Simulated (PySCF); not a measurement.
**How methods differ on the excitation energy of Mn**

Mn [Ar] 3d5 4s2 (6S) → Mn [Ar] 3d5 4s1 4p1 (8P), as a difference of total energies. Computed with PySCF 2.14 in x2c-QZVPPall (11s7p5d4f2g, 103 functions), with the spin-free X2C one-electron Hamiltonian (Gaussian nucleus). Correlated levels: valence: [Ar] frozen; valence and next inner shell: [Ne] frozen. The calculations carry no spin-orbit coupling.

| method | excitation energy (eV) | error (eV) |
| --- | --- | --- |
| UHF | 1.131 | -1.172 |
| LDA | 2.394 | +0.091 |
| PBE | 2.164 | -0.139 |
| PBE0 | 2.016 | -0.287 |
| r2SCAN | 1.806 | -0.497 |
| r2SCANh | 1.820 | -0.483 |
| wB97X | 2.829 | +0.526 |
| M06-2X | 3.109 | +0.806 |
| B3LYP | 2.554 | +0.251 |
| MP2 (valence) | 1.974 | -0.329 |
| SCS-MP2 (valence) | 2.315 | +0.012 |
| MP2 (valence and next inner shell) | 2.079 | -0.224 |
| SCS-MP2 (valence and next inner shell) | 2.315 | +0.012 |

Reference: 2.303 eV (measured; NIST levels, between the centres of gravity of the two terms).

Errors of the correlated levels include the incompleteness of this basis and the frozen core.

The basis was made for the ground configuration and has no added diffuse functions, so the excitation energy can come out too high.
